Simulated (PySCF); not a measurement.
Computed with r2SCAN-D4/def2-TZVP run with PySCF. Gas-phase values, no solvent. 

Reference species (SMILES): `[SiH3]Cl` (neutral, multiplicity 1).

```yaml
dipole_moment: 1.22 D
```

Changed species: `O[SiH3]` (X = hydroxy, parent; the reference has X = chloro, parent).

### Question
Predict the effect on the dipole moment.

### Answer
the dipole moment goes up by 0.14 D, to 1.36 D.
